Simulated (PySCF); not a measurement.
**Vibration and rotation of SnI**

r²SCAN constants of SnI, ²Π (doublet), unpaired electrons π ↑ (Sn def2-TZVPPD with ECP28, I def2-TZVPPD with ECP28; scalar-relativistic core potentials (PySCF 2.14); masses 119.9022 and 126.9045 u):

| Quantity | Value |
| --- | --- |
| ωe | 194.8 cm⁻¹ |
| ωexe | 0.372 cm⁻¹ |
| Be | 0.037001 cm⁻¹ |
| αe | 9.85e-05 cm⁻¹ |
| De to Sn + I | 3.15 eV |

(1) What force constant and bond length do these constants imply?

(2) Estimate the centrifugal constant D from the Kratzer relation and find the Dunham coefficient a1.

Spin–orbit coupling is left out, which matters for elements this heavy, above all for dissociation energies. The state was picked by a PBE0 search and need not be the measured ground state.

Answers

(1) Reduced mass μred = 61.652 u; k = 5.8918×10⁻⁷·μred·ωe² (u, cm⁻¹, mdyn/Å) = 1.38 mdyn/Å; Re = √(16.8576/(μred·Be)) (u, cm⁻¹, Å) = 2.718 Å.

(2) D = 4Be³/ωe² = 5.34e-09 cm⁻¹; a1 = −1 − αeωe/(6Be²) = -3.34.
